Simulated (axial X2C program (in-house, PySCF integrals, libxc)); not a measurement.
## Bond lengths and stretching modes, held linear, of TaOH⁺

Calculated with an in-house all-electron X2C program for linear molecules (integrals from PySCF): two-component X2C with atomic mean-field Coulomb and Gaunt terms, Gaussian nuclei, basis Ta dyall-v3z, O dyall-av3z, H dyall-v3z with contracted cores. Spin-free rows use the one-electron spin-free X2C Hamiltonian.

Masses Ta 180.948, O 15.995, H 1.008 u. States: 2c Ω = 3/2 (beyond evenly filled blocks: ω = 1/2, ω = -3/2, ω = 5/2); spin-free M_S = 3/2, Λ = 0 (beyond evenly filled blocks: σα, δ+α, δ-α).

MP2, 2c: energies above the lowest point

```json
{"r(Ta–O) (Å)": "1.7179", "r(O–H) (Å)": "0.9399", "E (meV)": "88.69"}
{"r(Ta–O) (Å)": "1.7179", "r(O–H) (Å)": "0.9640", "E (meV)": "66.49"}
{"r(Ta–O) (Å)": "1.7179", "r(O–H) (Å)": "0.9881", "E (meV)": "74.10"}
{"r(Ta–O) (Å)": "1.7620", "r(O–H) (Å)": "0.9399", "E (meV)": "21.21"}
{"r(Ta–O) (Å)": "1.7620", "r(O–H) (Å)": "0.9640", "E (meV)": "0.00"}
{"r(Ta–O) (Å)": "1.7620", "r(O–H) (Å)": "0.9881", "E (meV)": "8.64"}
{"r(Ta–O) (Å)": "1.7620", "r(O–H) (Å)": "1.0122", "E (meV)": "42.52"}
{"r(Ta–O) (Å)": "1.8060", "r(O–H) (Å)": "0.9399", "E (meV)": "46.86"}
{"r(Ta–O) (Å)": "1.8060", "r(O–H) (Å)": "0.9640", "E (meV)": "26.44"}
{"r(Ta–O) (Å)": "1.8060", "r(O–H) (Å)": "0.9881", "E (meV)": "35.91"}
{"r(Ta–O) (Å)": "1.8501", "r(O–H) (Å)": "0.9640", "E (meV)": "127.79"}
{"r(Ta–O) (Å)": "1.8501", "r(O–H) (Å)": "1.0122", "E (meV)": "173.35"}
```

Task: Fit a quadratic surface with cubic terms in each bond: where is the minimum, and what are the two stretching wavenumbers?

Result: At MP2, 2c: bonds 1.770 and 0.968 Å; harmonic stretches 897.5 and 3784.6 cm⁻¹; force constants 7.39, 7.99 and coupling 0.13 mdyn/Å.

The other levels and Hamiltonians give:

| Hamiltonian | level | r(Ta–O) (Å) | r(O–H) (Å) | lower stretch (cm⁻¹) | upper stretch (cm⁻¹) |
| --- | --- | --- | --- | --- | --- |
| 2c | PBE0 | 1.762 | 0.963 | 895.3 | 3846.2 |
| 2c | HF | 1.782 | 0.943 | 883.2 | 4094.6 |
| 2c | PBE | 1.772 | 0.975 | 871.6 | 3707.3 |
| spin-free | PBE0 | 1.763 | 0.964 | 896.8 | 3844.1 |
| spin-free | HF | 1.783 | 0.943 | 885.3 | 4092.6 |
| spin-free | PBE | 1.773 | 0.975 | 872.8 | 3705.6 |
| spin-free | MP2 | 1.770 | 0.969 | 899.9 | 3782.6 |

Each state is one determinant, the lowest of a limited PBE0 search; the stretches come from a fit to these few points and carry an uncertainty of a few per cent. Other orders of the atoms were not compared. MP2 freezes inner shells (threshold -2 hartree). The molecule was held linear; bending was not examined, so a bent shape may lie lower. Note: several unpaired electrons, one determinant need not be a pure state.
